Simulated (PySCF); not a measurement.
**Calculated NMR parameters of O=CO[C@@H]1C[C@H]2CCCC[C@H]21**

| Item | Value |
| --- | --- |
| Formula | C9H14O2 |
| SMILES | O=CO[C@@H]1C[C@H]2CCCC[C@H]21 |
| Point group of the computed structure | C1 |
| Degrees of unsaturation | 3 |
| Carbon signals | 9 |
| Proton signals | 14 |

Atoms are numbered as in `[O:1]=[CH:2][O:3][C@@H:4]1[CH2:5][C@H:6]2[CH2:7][CH2:8][CH2:9][CH2:10][C@@H:11]12`. Each H is labelled by its parent atom. Ha(C7), Ha(C8), Ha(C9), Ha(C10) are cis to C4 on the ring; Ha(C5) is cis to O3 on the ring; Hb(C7), Hb(C8), Hb(C9), Hb(C10) are trans to C4 on the ring; Hb(C5) is trans to O3 on the ring.

Computed data (PySCF 2.14.0 with density-fitted response routines): geometry: PBE0-D3(BJ)/def2-SVP, shieldings: GIAO PBE0/pcSseg-1, spin–spin couplings from B3LYP/pcJ-1 (without the spin–dipole term). One conformer, isolated molecule, relativity neglected.

Scale: ¹H, ¹³C vs TMS; H2O for ¹⁷O (reference shieldings calculated alike).

| carbon | δC, type | δH (multiplicity, J in Hz) | HMBC from (abs. J ≥ 3 Hz) | span of the C tensor (ppm) |
| --- | --- | --- | --- | --- |
| C2 | 164.9, CH | 7.76 (d, 1.3) | H(C4) | 158 |
| C4 | 66.9, CH | 5.06 (m) | H(C2), Ha(C5), Ha(C10), H(C11), H(C6), Hb(C10) | 74 |
| C5 | 33.5, CH2 | Hb(C5) 1.70 (ddd, 11.6, 8.2, 1.0); Ha(C5) 2.05 (m) | Ha(C7) | 32 |
| C6 | 25.1, CH | 1.82 (m) | Ha(C5), Ha(C10), H(C11), Hb(C7), Ha(C8), Ha(C7) | 24 |
| C7 | 32.5, CH2 | Ha(C7) 1.01 (m); Hb(C7) 1.83 (m) | Ha(C5), H(C11), Hb(C5), Hb(C9), Ha(C8), Ha(C9), Hb(C8) | 24 |
| C8 | 25.7, CH2 | Hb(C8) 0.98 (m); Ha(C8) 1.49 (m) | Ha(C10), Hb(C7), Ha(C7) | 9 |
| C9 | 24.1, CH2 | Ha(C9) 1.43 (m); Hb(C9) 1.50 (m) | Ha(C10), H(C11), Hb(C7), Hb(C10), Ha(C7) | 15 |
| C10 | 26.5, CH2 | Hb(C10) 1.20 (m); Ha(C10) 2.01 (m) | H(C4), Hb(C9), Ha(C8), Ha(C9) | 9 |
| C11 | 44.4, CH | 1.92 (m) | Ha(C10), Hb(C7), Hb(C5), Hb(C9), Hb(C10) | 26 |

Other nuclei:
| atoms | nucleus | environment | δ (ppm) | σ (ppm) |
| --- | --- | --- | --- | --- |
| O1 | ¹⁷O | ester carbonyl oxygen | 445.7 | -111.1 |
| O3 | ¹⁷O | ester alkoxy oxygen | 251.7 | 82.9 |

Selected couplings (Hz, signed; the shortest-range and largest first, 30 at most; isotopes ¹³C, ¹H): ¹J(C2,H(C2)) 229.6, ¹J(C4,H(C4)) 157.0, ¹J(C6,H(C6)) 146.9, ¹J(C5,Hb(C5)) 146.6, ¹J(C5,Ha(C5)) 140.1, ¹J(C11,H(C11)) 138.5, ¹J(C10,Ha(C10)) 136.9, ¹J(C9,Hb(C9)) 134.8, ¹J(C8,Ha(C8)) 134.5, ¹J(C7,Hb(C7)) 134.4, ¹J(C9,Ha(C9)) 129.5, ¹J(C8,Hb(C8)) 128.6, ¹J(C10,Hb(C10)) 128.4, ¹J(C7,Ha(C7)) 128.3, ²J(Hb(C10),Ha(C10)) -15.6, ²J(Ha(C7),Hb(C7)) -15.4, ²J(Ha(C9),Hb(C9)) -15.3, ²J(Hb(C8),Ha(C8)) -14.7, ²J(Hb(C5),Ha(C5)) -11.6, ³J(Ha(C7),Hb(C8)) 15.4, ³J(Ha(C9),Hb(C10)) 14.9, ³J(Hb(C8),Ha(C9)) 14.6, ³J(H(C6),Ha(C7)) 12.2, ³J(H(C6),H(C11)) 9.9, ³J(H(C4),Ha(C5)) 9.7, ³J(H(C6),Hb(C7)) 9.4, ³J(H(C4),H(C11)) 9.4, ³J(Ha(C5),H(C6)) 9.3, ³J(H(C4),Hb(C5)) 8.2, ³J(Hb(C10),H(C11)) 7.0.

Carbon types of the structure: 4 × CH, 5 × CH2, which accounts for all hydrogens. δC 164.9: ester carbonyl carbon; lone-pair donation from the attached heteroatom keeps it upfield of a ketone carbonyl. δC 66.9: sp3 CH bonded to O; deshielded by the electronegative neighbour. δC 44.4, 25.1: sp3 CH in a ring; saturated and bonded to C and H only. δC 33.5, 32.5, 26.5, 25.7, 24.1: sp3 CH2 in a ring; aliphatic region, no heteroatom directly attached. δH 5.06: hydrogen on an sp3 CH bonded to O; its carbon carries O, which withdraws density.

Multiplet labels drop couplings under 1 Hz and merge nearly equal ones. Unscaled 3J(H,H) at this level run about 10 % above measured values. Shifts are as computed. Against solution values, carbons near 30 ppm lie about +2 ppm off and those near 130 ppm about +5 ppm. Of 1313 compounds with measured shifts, 239 miss one by over three times the rms of a fit or turn the order of signals round; such compounds aren't used in these exercises. Unscaled 17O shifts of doubly bonded oxygen tend to come out too high, by tens of ppm or more. Experimental scales use liquid or dissolved standards, which lie at an offset from isolated H2O (liquid H2O: subtract about 36 ppm).
